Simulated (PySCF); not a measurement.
C3H6Cl, charge +1, multiplicity 1. Atoms are numbered in the order given.

```xyz
10

C     -0.0154    -1.2826    -1.0552
C      0.0000     0.0000    -0.3507
C      0.0154     1.2826    -1.0552
Cl     0.0000     0.0000     1.3108
H      1.0555    -1.5187    -1.2575
H     -0.4938    -1.1912    -2.0430
H     -0.4253    -2.1078    -0.4579
H     -1.0555     1.5187    -1.2575
H      0.4253     2.1078    -0.4579
H      0.4938     1.1912    -2.0430
```
Charge +1, spin multiplicity 1.

The structure is a stationary point at B3LYP-D3(BJ)/def2-SVP. The spin state was assumed, not searched. The isomer is the one that the SMILES or the coordinates give; other isomers of the formula were not compared.

These are TDA-PBE/def2-SVPD (PySCF) values and carry that method's errors.

Vertical excitations. Gas-phase values at a fixed geometry. State labels are in the subgroup C2.

```tsv
state	symmetry	energy (eV)	λ (nm)	f	main pairs
S1	A	3.82	325	0.000	HOMO→LUMO 100 %
S2	A	5.31	234	0.001	HOMO−2→LUMO 99 %
S3	B	5.69	218	0.002	HOMO−3→LUMO 72 %, HOMO−4→LUMO 27 %
S4	A	6.18	201	0.257	HOMO−1→LUMO 91 %
S5	B	6.54	190	0.247	HOMO−4→LUMO 70 %, HOMO−3→LUMO 26 %
S6	A	7.56	164	0.001	HOMO−5→LUMO 93 %
S7	B	8.19	151	0.005	HOMO−7→LUMO 97 %
S8	B	8.49	146	0.002	HOMO→LUMO+1 98 %
S9	A	8.83	140	0.008	HOMO−6→LUMO 86 %
S10	B	9.00	138	0.027	HOMO→LUMO+2 100 %
T1	A	3.49	356	0	HOMO→LUMO 100 %
T2	A	4.32	287	0	HOMO−1→LUMO 99 %
T3	A	5.01	248	0	HOMO−2→LUMO 99 %
T4	B	5.24	236	0	HOMO−3→LUMO 93 %
```
Triplets are in the Tamm–Dancoff approximation.
